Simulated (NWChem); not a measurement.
System: C$_{2}$H$_{3}$NO$_{2}$Si; SMILES O=C=N[SiH2]C=O

The following NWChem deck was run.

```
start job
memory heap 200 mb stack 900 mb global 1100 mb
geometry units angstroms noautosym nocenter noautoz
  O      0.604733     3.285850     0.000000
  C      0.212756     2.187143     0.000000
  N     -0.184494     1.056771     0.000000
  Si    -0.786175    -0.554500     0.000000
  C      0.688004    -1.798753     0.000000
  O      0.454955    -2.981157     0.000000
  H     -1.600839    -0.791470     1.222975
  H     -1.600839    -0.791470    -1.222975
  H      1.749475    -1.421663     0.000000
end
basis spherical
  * library 6-31g*
end
dft
  xc b3lyp
  iterations 150
end
property
  shielding 8 1 2 3 4 5 6 7 9
end
task dft property
```

Output (shortened):

```
             Northwest Computational Chemistry Package (NWChem) 7.3.0
             --------------------------------------------------------

                             Geometry "geometry" -> ""
                             -------------------------

 Output coordinates in angstroms (scale by  1.889725989 to convert to a.u.)

  No.       Tag          Charge          X              Y              Z
 ---- ---------------- ---------- -------------- -------------- --------------
    1 O                    8.0000     0.60473300     3.28585000     0.00000000
    2 C                    6.0000     0.21275600     2.18714300     0.00000000
    3 N                    7.0000    -0.18449400     1.05677100     0.00000000
    4 Si                  14.0000    -0.78617500    -0.55450000     0.00000000
    5 C                    6.0000     0.68800400    -1.79875300     0.00000000
    6 O                    8.0000     0.45495500    -2.98115700     0.00000000
    7 H                    1.0000    -1.60083900    -0.79147000     1.22297500
    8 H                    1.0000    -1.60083900    -0.79147000    -1.22297500
    9 H                    1.0000     1.74947500    -1.42166300     0.00000000

 Effective nuclear repulsion energy (a.u.)     245.5502264836

                              NWChem Property Module
                              ----------------------

  itol2e modified to match energy
  convergence criterion.

                                 NWChem DFT Module
                                 -----------------

 Summary of "ao basis" -> "ao basis" (spherical)
 ------------------------------------------------------------------------------
       Tag                 Description            Shells   Functions and Types
 ---------------- ------------------------------  ------  ---------------------
 O                           6-31g*                  6       14   3s2p1d
 C                           6-31g*                  6       14   3s2p1d
 N                           6-31g*                  6       14   3s2p1d
 Si                          6-31g*                  8       18   4s3p1d
 H                           6-31g*                  2        2   2s

  itol2e modified to match energy
  convergence criterion.

            General Information
            -------------------
          SCF calculation type: DFT
          Wavefunction type:  closed shell.
          No. of atoms     :     9
          No. of electrons :    52
           Alpha electrons :    26
            Beta electrons :    26
          Charge           :     0
          Spin multiplicity:     1
          Use of symmetry is: off; symmetry adaption is: off
          Maximum number of iterations: 150
          AO basis - number of functions:    94
                     number of shells:    44
          Convergence on energy requested:  1.00D-07
          Convergence on density requested:  1.00D-05
          Convergence on gradient requested:  5.00D-04

              XC Information
              --------------
                         B3LYP Method XC Potential
                     Hartree-Fock (Exact) Exchange  0.200
                        Slater Exchange Functional  0.800 local
                    Becke 1988 Exchange Functional  0.720 non-local
              Lee-Yang-Parr Correlation Functional  0.810
                  VWN I RPA Correlation Functional  0.190 local

             Grid Information
             ----------------
          Grid used for XC integration:  fine
          Radial quadrature: Mura-Knowles
          Angular quadrature: Lebedev.
          Tag              B.-S. Rad. Rad. Pts. Rad. Cut. Ang. Pts.
          ---              ---------- --------- --------- ---------
          O                   0.60       70          12.0       590
          C                   0.70       70          11.0       590
          N                   0.65       70          10.0       590
          Si                  1.10      123          10.0       770
          H                   0.35       60          11.0       590
          Grid pruning is: on
          Number of quadrature shells:   653
          Spatial weights used:  Erf1

      Superposition of Atomic Density Guess
      -------------------------------------

 Sum of atomic energies:        -569.43495614

      Non-variational initial energy
      ------------------------------

 Total energy =    -571.931704
 1-e energy   =   -1271.093982
 2-e energy   =     453.612052
 HOMO         =      -0.263449
 LUMO         =      -0.047438

   convergence    iter        energy       DeltaE   RMS-Dens  Diis-err
 ---------------- ----- ----------------- --------- --------- ---------
 d= 0,ls=0.0,diis     1   -572.5292164867 -8.18D+02  2.04D-02  1.50D+00
 d= 0,ls=0.0,diis     2   -572.0646701471  4.65D-01  1.41D-02  6.45D+00
 d= 0,ls=0.0,diis     3   -572.6939607021 -6.29D-01  3.59D-03  1.76D-01
 d= 0,ls=0.0,diis     4   -572.7025522341 -8.59D-03  1.86D-03  8.52D-02
 d= 0,ls=0.0,diis     5   -572.7113194784 -8.77D-03  5.81D-04  6.88D-03
  Resetting Diis
 d= 0,ls=0.0,diis     6   -572.7119533905 -6.34D-04  1.77D-04  1.11D-03
 d= 0,ls=0.0,diis     7   -572.7120578721 -1.04D-04  5.74D-05  1.60D-05
 d= 0,ls=0.0,diis     8   -572.7120557965  2.08D-06  3.47D-05  3.72D-05
 d= 0,ls=0.0,diis     9   -572.7120595973 -3.80D-06  1.07D-05  2.94D-06
 d= 0,ls=0.0,diis    10   -572.7120598931 -2.96D-07  1.45D-06  2.48D-08
 d= 0,ls=0.0,diis    11   -572.7120598948 -1.69D-09  7.61D-07  1.37D-08

         Total DFT energy =     -572.712059894797
      One electron energy =    -1273.875148499737
           Coulomb energy =      512.609665565983
    Exchange-Corr. energy =      -56.996803444595
 Nuclear repulsion energy =      245.550226483553

 Numeric. integr. density =       51.999999486840

                       DFT Final Molecular Orbital Analysis
                       ------------------------------------

 Vector   24  Occ=2.000000D+00  E=-3.228521D-01
              MO Center=  1.2D-01,  1.5D+00, -3.8D-10, r^2= 3.6D+00
   Bfn.  Coefficient  Atom+Function         Bfn.  Coefficient  Atom+Function
  ----- ------------  ---------------      ----- ------------  ---------------
    31      0.425223  3 N  px                 3     -0.379084  1 O  px
    35      0.327950  3 N  px                 7     -0.265810  1 O  px
    77      0.167215  6 O  px                 4      0.139563  1 O  py
    32     -0.131346  3 N  py                36     -0.116794  3 N  py
    81      0.115887  6 O  px                66     -0.099810  5 C  s

 Vector   25  Occ=2.000000D+00  E=-3.103521D-01
              MO Center= -1.7D-01,  1.4D+00,  8.7D-10, r^2= 3.6D+00
   Bfn.  Coefficient  Atom+Function         Bfn.  Coefficient  Atom+Function
  ----- ------------  ---------------      ----- ------------  ---------------
    33      0.436656  3 N  pz                 5     -0.383450  1 O  pz
    37      0.346845  3 N  pz                 9     -0.272753  1 O  pz
    90     -0.187225  7 H  s                 92      0.187225  8 H  s
    51     -0.120051  4 Si pz                89     -0.120105  7 H  s
    91      0.120105  8 H  s                 19      0.088609  2 C  pz

 Vector   26  Occ=2.000000D+00  E=-2.538471D-01
              MO Center=  4.5D-01, -2.0D+00,  1.2D-09, r^2= 3.1D+00
   Bfn.  Coefficient  Atom+Function         Bfn.  Coefficient  Atom+Function
  ----- ------------  ---------------      ----- ------------  ---------------
    77      0.498996  6 O  px                81      0.368438  6 O  px
    94     -0.295579  9 H  s                 49      0.249888  4 Si px
    66      0.200516  5 C  s                 48      0.198354  4 Si s
    63     -0.198423  5 C  px                93     -0.185776  9 H  s
    50     -0.140834  4 Si py                78     -0.132030  6 O  py

 Vector   27  Occ=0.000000D+00  E=-6.768238D-02
              MO Center=  4.0D-01, -1.9D+00, -9.4D-10, r^2= 2.4D+00
   Bfn.  Coefficient  Atom+Function         Bfn.  Coefficient  Atom+Function
  ----- ------------  ---------------      ----- ------------  ---------------
    69      0.470471  5 C  pz                65      0.433482  5 C  pz
    83     -0.426281  6 O  pz                79     -0.416753  6 O  pz
    90     -0.310225  7 H  s                 92      0.310225  8 H  s
    55      0.304909  4 Si pz                51      0.135854  4 Si pz
    59     -0.093916  4 Si d  1              89     -0.070227  7 H  s

[...]

          -----------------------------------------
          Chemical Shielding Tensors (GIAO, in ppm)
          -----------------------------------------

                                NWChem CPHF Module
                                ------------------

  scftype          =     RHF
  nclosed          =       26
  nopen            =        0
  variables        =     1768
  # of vectors     =        3
  tolerance        = 0.10D-03
  level shift      = 0.00D+00
  max iterations   =       50
  max subspace     =       30

 SCF residual:    6.6623767965068263E-005

Iterative solution of linear equations
  No. of variables     1768
  No. of equations        3
  Maximum subspace       30
        Iterations       50
       Convergence  1.0D-04

   iter   nsub   residual    time
   ----  ------  --------  ---------
     1      3    1.16D+00      62.7
     2      6    1.26D-01      69.9
     3      9    5.69D-03      77.0
     4     12    4.02D-04      84.2
     5     15    2.20D-05      91.4

      Atom:    1  O
        Diamagnetic
    391.3294      8.3924      0.0000
      8.3924    413.2050      0.0000
      0.0000      0.0000    388.3420

        Paramagnetic
   -238.1334     70.1025     -0.0000
     70.1025    -58.0181      0.0000
     -0.0000      0.0000   -261.4747

        Total Shielding Tensor
    153.1959     78.4949     -0.0000
     78.4949    355.1869      0.0000
     -0.0000      0.0000    126.8673

           isotropic =     211.7501
          anisotropy =     255.5304

          Principal Components and Axis System
                 1           2           3
              382.1036    126.8673    126.2792

      1         0.3244     -0.0000      0.9459
      2         0.9459      0.0000     -0.3244
      3         0.0000      1.0000      0.0000

      Atom:    2  C
        Diamagnetic
    263.4409      9.3388     -0.0000
      9.3388    285.6942     -0.0000
     -0.0000     -0.0000    259.6998

        Paramagnetic
   -248.4194     82.7418      0.0000
     82.7418    -41.5462      0.0000
      0.0000      0.0000   -277.0273

        Total Shielding Tensor
     15.0215     92.0806     -0.0000
     92.0806    244.1479      0.0000
     -0.0000      0.0000    -17.3275

           isotropic =      80.6140
          anisotropy =     293.9284

          Principal Components and Axis System
                 1           2           3
              276.5662    -17.3969    -17.3275

      1         0.3321      0.9432     -0.0000
      2         0.9432     -0.3321      0.0000
      3         0.0000      0.0000      1.0000

      Atom:    3  N
        Diamagnetic
    304.9176     19.6369     -0.0000
     19.6369    350.4623     -0.0000
     -0.0000     -0.0000    296.3307

        Paramagnetic
    -95.1151     27.6754      0.0000
     27.6754    -32.6394      0.0000
      0.0000      0.0000   -111.5802

        Total Shielding Tensor
    209.8025     47.3123      0.0000
     47.3123    317.8229      0.0000
      0.0000      0.0000    184.7505

           isotropic =     237.4586
          anisotropy =     147.2344

          Principal Components and Axis System
                 1           2           3
              335.6149    192.0105    184.7505

      1         0.3520      0.9360     -0.0000
      2         0.9360     -0.3520      0.0000
      3         0.0000      0.0000      1.0000

      Atom:    4  Si
        Diamagnetic
    882.1793     -0.3089     -0.0000
     -0.3089    887.8780     -0.0000
     -0.0000     -0.0000    878.0107

        Paramagnetic
   -440.2365     17.6827     -0.0000
     17.6827   -374.0156      0.0000
     -0.0000      0.0000   -413.4839

        Total Shielding Tensor
    441.9428     17.3739     -0.0000
     17.3739    513.8624      0.0000
     -0.0000      0.0000    464.5268

           isotropic =     473.4440
          anisotropy =      66.5933

          Principal Components and Axis System
                 1           2           3
              517.8396    464.5268    437.9657

      1         0.2231     -0.0000      0.9748
      2         0.9748     -0.0000     -0.2231
      3         0.0000      1.0000      0.0000

      Atom:    5  C
        Diamagnetic
    256.7458     -4.1723     -0.0000
     -4.1723    265.1895      0.0000
     -0.0000      0.0000    238.4947

        Paramagnetic
   -348.2837    -36.0606      0.0000
    -36.0606   -361.8749     -0.0000
      0.0000     -0.0000   -142.7515

        Total Shielding Tensor
    -91.5378    -40.2328      0.0000
    -40.2328    -96.6854     -0.0000
      0.0000     -0.0000     95.7432

           isotropic =     -30.8267
          anisotropy =    -155.4000

          Principal Components and Axis System
                 1           2           3
             -134.4267     95.7432    -53.7965

      1         0.6842      0.0000      0.7293
      2         0.7293     -0.0000     -0.6842
      3        -0.0000      1.0000     -0.0000

      Atom:    6  O
        Diamagnetic
    385.2004      6.2092      0.0000
      6.2092    414.1997     -0.0000
      0.0000     -0.0000    388.2411

        Paramagnetic
   -928.4464   -254.0861      0.0000
   -254.0861  -1795.1828     -0.0000
      0.0000     -0.0000     27.9046

        Total Shielding Tensor
   -543.2459   -247.8768      0.0000
   -247.8768  -1380.9832     -0.0000
      0.0000     -0.0000    416.1457

           isotropic =    -502.6945
          anisotropy =   -1419.2063

          Principal Components and Axis System
                 1           2           3
            -1448.8320   -475.3971    416.1457

      1         0.2640      0.9645      0.0000
      2         0.9645     -0.2640     -0.0000
      3        -0.0000     -0.0000      1.0000

      Atom:    7  H
        Diamagnetic
     29.2307      1.2334     -7.3378
      1.2334     26.0068     -1.9188
     -7.3378     -1.9188     32.3356

        Paramagnetic
     -2.7726      0.8337      4.0666
      0.8337      1.6793      0.5157
      4.0666      0.5157     -3.9105

        Total Shielding Tensor
     26.4580      2.0671     -3.2712
      2.0671     27.6861     -1.4030
     -3.2712     -1.4030     28.4251

           isotropic =      27.5231
          anisotropy =       6.9149

          Principal Components and Axis System
                 1           2           3
               32.1330     26.6290     23.8072

      1        -0.5629     -0.0671      0.8238
      2        -0.4751      0.8419     -0.2561
      3         0.6764      0.5355      0.5057

      Atom:    8  H
        Diamagnetic
     38.8167      3.4096     -0.0000
      3.4096     26.1012     -0.0000
     -0.0000     -0.0000     19.0611

        Paramagnetic
    -17.0207     -7.9570      0.0000
     -7.9570     -8.8314      0.0000
      0.0000      0.0000      2.3375

        Total Shielding Tensor
     21.7961     -4.5474     -0.0000
     -4.5474     17.2697      0.0000
     -0.0000      0.0000     21.3986

           isotropic =      20.1548
          anisotropy =       6.6863

          Principal Components and Axis System
                 1           2           3
               24.6123     21.3986     14.4535

      1         0.8502      0.0000      0.5265
      2        -0.5265     -0.0000      0.8502
      3        -0.0000      1.0000      0.0000
```

Level: B3LYP/6-31G* (spherical d), GIAO. All runs use the structure optimised with PBE0/def2-SVP. The output numbers the shielded atoms by their place in the input's list. The printed shielding anisotropy is the first printed principal value minus the mean of the other two.
